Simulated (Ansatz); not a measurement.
A structure relaxed at PBE0-D4/def2-TZVPD in Ansatz, charge -1, doublet:

```tsv
atom	x (Å)	y (Å)	z (Å)
Na1	-1.261	1.654	0.345
Na2	1.710	-0.360	-1.178
Pb3	-0.449	-1.294	0.833
```

Q: Give its formula and point group.

A: Na₂Pb⁻ (the lowest doublet isomer of a short search). Point group C2v (tolerance 0.1 Å).

Q: Summarise the bond lengths by kind (pairs closer than 1.2 times the sum of covalent radii, bridged metal pairs left out).

A: 2 × Na–Pb 3.10 Å; 1 × Na–Na 3.90 Å.

In the def2 sets Pb takes a core potential; there is no spin–orbit coupling. The charge -1 doublet is spin-contaminated (final ⟨S²⟩ up to 1.41, 0.75 for a pure state). The highest occupied level of the charge -1 doublet lies above zero (up to 0.00 eV). Its loss leaves the charge 0 triplet, which lies 1.01 eV higher (vertical, at PBE0-D4/def2-TZVPD), but this difference is unsure: the triplet is doubtful (geometry relaxed on an unsound state). The relaxation made no stability test and no search for a lower SCF solution. The structure comes from a short search, and lower isomers may exist.
